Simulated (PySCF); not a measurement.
sulfur difluoride (F2S), SMILES FSF.

The structure is a stationary point at r2SCAN-D4/def2-TZVP.

Two levels are set side by side: PBE/def2-TZVPD (PySCF) and r2SCAN/def2-TZVPD (PySCF). Same geometry, gas phase. Differences are taken from unrounded values.

```csv
quantity,r2SCAN
orbital gap (eV),3.35
highest occupied level (eV),-6.12
lowest empty level (eV),-2.76
dipole moment (D),0.90
mean polarisability (bohr³),24.4
```

Task: What does PBE give, and how far is it from r2SCAN? (An estimate is asked for; the answer gives what the named calculation found.)

Result: 
```tsv
quantity	PBE	PBE minus r2SCAN
orbital gap (eV)	2.83	-0.52
highest occupied level (eV)	-5.85	0.27
lowest empty level (eV)	-3.02	-0.25
dipole moment (D)	0.86	-0.03
mean polarisability (bohr³)	25.3	0.9
```

Rough cost on one machine, each run with all the roots and properties that it gave: r2SCAN against PBE about 4 times.
